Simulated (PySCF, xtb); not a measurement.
B(F)(OMe)(SMe) (C2H6BFOS), SMILES O(B(F)SC)C. The values are those of a single conformer.

Harmonic wavenumbers (cm⁻¹) from xtb with GFN2-xTB at its own minimum, in rising order: 73, 77, 102, 141, 155, 231, 313, 405, 477, 666, 731, 947, 960, 997, 1127, 1127, 1141, 1298, 1317, 1411, 1443, 1444, 1461, 1465, 2979, 2986, 2988, 3048, 3054, 3071.

**Question.** What does B3LYP-D3(BJ)/def2-SVP run with PySCF give at its own minimum? (Estimate from the structure and the level; the computed values follow.)

**Answer.** 40, 80, 113, 130, 153, 253, 353, 426, 582, 691, 721, 965, 980, 1045, 1182, 1186, 1244, 1337, 1404, 1447, 1452, 1476, 1477, 1515, 3030, 3057, 3116, 3130, 3165, 3166. Paired by order, the mean absolute difference is 46 cm⁻¹ and the zero-point energies are 53.8 and 55.6 kcal/mol.
